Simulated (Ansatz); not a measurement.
Ansatz (a first-principles code) input (B3LYP/def2-TZVPD):

Ansatz 0.2 input:
```yaml
crystal:
  periodic: [false, false, false]
  atoms:
    - {symbol: O, position_ang: [0.02270856, 0.01175974, -1.23021290]}
    - {symbol: N, position_ang: [-0.00000000, 0.00000000, 0.00000000]}
    - {symbol: O, position_ang: [1.01027074, 0.29639100, 0.63685411]}
    - {symbol: O, position_ang: [-1.03297929, -0.30815073, 0.59335878]}
basis:
  gaussian:
    orbitals: def2-TZVPD
hamiltonian:
  xc: {name: B3LYP}
magnetization: {spin_polarized: true, initial_magnetization: 1}
output: {forces: true}
```

Output:

```
Functional definition: B3LYP
integrals: 0.05 GiB planned
731 factors; their error is unknown
mean field: 0.69 GiB planned
mean field evaluation 1: about -7624.9714 eV, gradient 3.6e1 eV
mean field evaluation 2: about -7619.0278 eV, gradient 5.8e1 eV
mean field evaluation 4: about -7628.6138 eV, gradient 1.3e0 eV
mean field evaluation 8: about -7628.6489 eV, gradient 1.7e-1 eV
mean field evaluation 16: about -7628.6489 eV, gradient 2.0e-4 eV
mean field -7628.64892664 eV, -280.3476771700 hartree, gradient 2.5e-5 eV, S^2 0.756657; 1 other end points of the search recorded, 0 dependent functions left out
the calculation of the forces begins
reference -7628.64917411 eV, -280.3476862646 hartree; 16, 15 occupied and 141, 142 virtual orbitals, 731 factors
Total energy: -7628.64917411 eV, -280.3476862646 hartree
Atom 0 at     0.022709     0.011760    -1.230213 Å, force     0.000237     0.000123    -0.012849 eV/Å
Atom 1 at    -0.000000     0.000000     0.000000 Å, force    -0.000003    -0.000001     0.000146 eV/Å
Atom 2 at     1.010271     0.296391     0.636854 Å, force     0.010498     0.003080     0.006578 eV/Å
Atom 3 at    -1.032979    -0.308151     0.593359 Å, force    -0.010732    -0.003201     0.006126 eV/Å
Dipole moment:     0.000000     0.000000    -0.000000 e Å
```

It need not be the lowest isomer of its formula.
